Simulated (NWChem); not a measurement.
System: methylammonium (CH6N cation); SMILES C[NH3+]

Here is an NWChem input.

```
start job
memory heap 200 mb stack 900 mb global 1100 mb
charge 1
geometry units angstroms noautoz
  C      0.000000     0.000000     0.807447
  N      0.000000     0.000000    -0.696856
  H     -1.027439     0.197614     1.161662
  H      0.684858     0.790981     1.161662
  H      0.342581    -0.988595     1.161662
  H     -0.629319    -0.728268    -1.086722
  H      0.945358    -0.180873    -1.086722
  H     -0.316039     0.909140    -1.086722
end
basis spherical
  * library 6-311g**
end
dft
  xc hfexch
  iterations 150
  mulliken
end
task dft gradient
```

Excerpt of the output:

```
             Northwest Computational Chemistry Package (NWChem) 7.3.0
             --------------------------------------------------------

 C3V symmetry detected

                             Geometry "geometry" -> ""
                             -------------------------

 Output coordinates in angstroms (scale by  1.889725989 to convert to a.u.)

  No.       Tag          Charge          X              Y              Z
 ---- ---------------- ---------- -------------- -------------- --------------
    1 C                    6.0000     0.00000000     0.00000000     0.79736753
    2 N                    7.0000    -0.00000000     0.00000000    -0.70693547
    3 H                    1.0000     0.73982492     0.73982492     1.15158253
    4 H                    1.0000     0.27079471    -1.01061963     1.15158253
    5 H                    1.0000    -1.01061963     0.27079471     1.15158253
    6 H                    1.0000    -0.24911460     0.92970834    -1.09680147
    7 H                    1.0000    -0.68059374    -0.68059374    -1.09680147
    8 H                    1.0000     0.92970834    -0.24911460    -1.09680147

 Effective nuclear repulsion energy (a.u.)      47.4360087249

      Symmetry information
      --------------------

 Group name             C3v
 Group number             17
 Group order               6
 No. of unique centers     4

  xc_inp: hfexch multiplicative factor not found.

                                 NWChem DFT Module
                                 -----------------

 Summary of "ao basis" -> "ao basis" (spherical)
 ------------------------------------------------------------------------------
       Tag                 Description            Shells   Functions and Types
 ---------------- ------------------------------  ------  ---------------------
 C                          6-311g**                 8       18   4s3p1d
 N                          6-311g**                 8       18   4s3p1d
 H                          6-311g**                 4        6   3s1p

      Symmetry analysis of basis
      --------------------------

        a1         26
        a2          2
        e          44

  Rotation of axis

            General Information
            -------------------
          SCF calculation type: DFT
          Wavefunction type:  closed shell.
          No. of atoms     :     8
          No. of electrons :    18
           Alpha electrons :     9
            Beta electrons :     9
          Charge           :     1
          Spin multiplicity:     1
          Use of symmetry is: on ; symmetry adaption is: on
          Maximum number of iterations: 150
          AO basis - number of functions:    72
                     number of shells:    40
          Convergence on energy requested:  1.00D-06
          Convergence on density requested:  1.00D-05
          Convergence on gradient requested:  5.00D-04

              XC Information
              --------------
                     Hartree-Fock (Exact) Exchange  1.000

      Superposition of Atomic Density Guess
      -------------------------------------

 Sum of atomic energies:         -94.97408807

 Renormalizing density from      19.00 to     18

      Non-variational initial energy
      ------------------------------

 Total energy =     -92.589761
 1-e energy   =    -208.704537
 2-e energy   =      68.678767
 HOMO         =      -0.823453
 LUMO         =      -0.253557

      Symmetry analysis of molecular orbitals - initial
      -------------------------------------------------

  Numbering of irreducible representations:

     1 a1          2 a2          3 e

  Orbital symmetries:

     1 a1          2 a1          3 a1          4 a1          5 e
     6 e           7 a1          8 e           9 e          10 a1
    11 a1         12 e          13 e          14 a1         15 e
    16 e          17 e          18 e          19 a1

     ---------------------------------------------
      Total Density - Mulliken Population Analysis
     ---------------------------------------------

    Atom       Charge   Shell Charges
 -----------   ------   -------------------------------------------------------
    1 C    6     6.62   1.11  0.88  0.69  0.90  1.72  0.47  0.79  0.05
    2 N    7     7.72   1.10  0.90  0.91  0.96  2.11  0.55  1.17  0.02
    3 H    1     0.69   0.22  0.39  0.05  0.02
    4 H    1     0.69   0.22  0.39  0.05  0.02
    5 H    1     0.69   0.22  0.39  0.05  0.02
    6 H    1     0.53   0.19  0.27  0.03  0.03
    7 H    1     0.53   0.19  0.27  0.03  0.03
    8 H    1     0.53   0.19  0.27  0.03  0.03

[...]

                         DFT ENERGY GRADIENTS

    atom               coordinates                        gradient
                 x          y          z           x          y          z
   1 C       0.000000   0.000000   1.506806    0.000000   0.000000  -0.017288
   2 N      -0.000000   0.000000  -1.335914   -0.000000  -0.000000   0.026862
   3 H       1.398066   1.398066   2.176175    0.011355   0.011355   0.006869
   4 H       0.511728  -1.909794   2.176175    0.004156  -0.015511   0.006869
   5 H      -1.909794   0.511728   2.176175   -0.015511   0.004156   0.006869
   6 H      -0.470758   1.756894  -2.072654   -0.005638   0.021043  -0.010060
   7 H      -1.286136  -1.286136  -2.072654   -0.015405  -0.015405  -0.010060
   8 H       1.756894  -0.470758  -2.072654    0.021043  -0.005638  -0.010060
```

Level: Hartree-Fock/6-311G** (spherical d). Geometry: optimised at PBE-D3(BJ)/def2-SVP.
